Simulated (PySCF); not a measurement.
Isomers of C2H6OS. All species are isolated molecules in the gas phase. One relaxed conformer stands for each flexible species; it need not be the lowest. Strings in code marks are SMILES.

The numbers are results of B3LYP-D3(BJ)/def2-TZVP // PBE0-D3(BJ)/def2-TZVP run with PySCF 2.14.0, not measurements. B3LYP has the VWN-RPA correlation part, as in Gaussian. Excitations are Tamm–Dancoff values on a coarser integration grid. The basis has no diffuse functions, so Rydberg states are missing or too high.

```csv
species,S1 excitation (TDA) (eV),HOMO–LUMO gap (eV),S1 oscillator strength,T1 excitation (TDA) (eV)
"`CSCO` (C–S–C–O torsion -65°, S–C–O–H torsion -54°)",5.68,7.00,0.004,5.17
"`COCS` (C–O–C–S torsion -69°, O–C–S–H torsion -68°)",5.71,7.09,0.004,5.21
"`C[C@@H](O)S` (S–C–O–H torsion 47°, O–C–S–H torsion 66°)",5.59,6.94,0.005,5.09
```
